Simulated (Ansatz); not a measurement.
System: H2SO4, charge 0, singlet. H2SO4 (SMILES OS(=O)(O)=O).
B3LYP-D3(BJ)/def2-TZVP minimum from Ansatz (a quantum-chemistry and plane-wave program):
```xyz
7

O     -0.5740     1.3470     0.3231
S     -0.0858    -0.1333    -0.0121
O     -0.5763    -0.4966    -1.2958
O     -0.3152    -0.8883     1.1702
O      1.4851     0.0684    -0.1947
H     -0.6957     1.8369    -0.5051
H      1.9113     0.0515     0.6764
```

Property: atomisation energy (electronic, to ground-state atoms), in kJ/mol. Open shells are spin-unrestricted; no spin-orbit coupling. CBS(X,Y): correlation extrapolated as X^-3, Hartree-Fock from the larger set. A bracket is a step between two methods taken in the basis named. The functionals are non-relativistic, so their misses hold any scalar relativity. Double hybrids freeze cores in their MP2 part. 'core' is core correlation in cc-pwCVTZ (1s frozen past Ne), 'X2C' scalar relativity in cc-pVTZ-DK, both at CCSD(T). Where a partner has so few electrons that a lower coupled-cluster level is exact, that level stands in.

CCSD(T)/CBS(cc-pV(T+d)Z,cc-pV(Q+d)Z) + [CCSDT(Q) - CCSD(T)]/cc-pV(D+d)Z + core + X2C (Ansatz) gives 2516.4 kJ/mol.

Problem. How far off this value is PBE/def2-TZVPD (Ansatz), in which direction, and which of these levels come nearer: B3LYP/def2-TZVPD, PBE0/def2-TZVPD, wB97M-V/def2-TZVPD, B2PLYP/def2-TZVPD, CCSD(T)/CBS(cc-pV(T+d)Z,cc-pV(Q+d)Z) + core + X2C?

Solution. PBE gives 2610.8 kJ/mol, 94.4 kJ/mol above it. Differences of the others: B3LYP/def2-TZVPD (Ansatz) -92.3; PBE0/def2-TZVPD (Ansatz) -52.9; wB97M-V/def2-TZVPD (Ansatz) -17.1; B2PLYP/def2-TZVPD (Ansatz) -78.9; CCSD(T)/CBS(cc-pV(T+d)Z,cc-pV(Q+d)Z) + core + X2C (Ansatz) -6.1 kJ/mol. Nearer than PBE: B3LYP/def2-TZVPD, PBE0/def2-TZVPD, wB97M-V/def2-TZVPD, B2PLYP/def2-TZVPD, CCSD(T)/CBS(cc-pV(T+d)Z,cc-pV(Q+d)Z) + core + X2C.
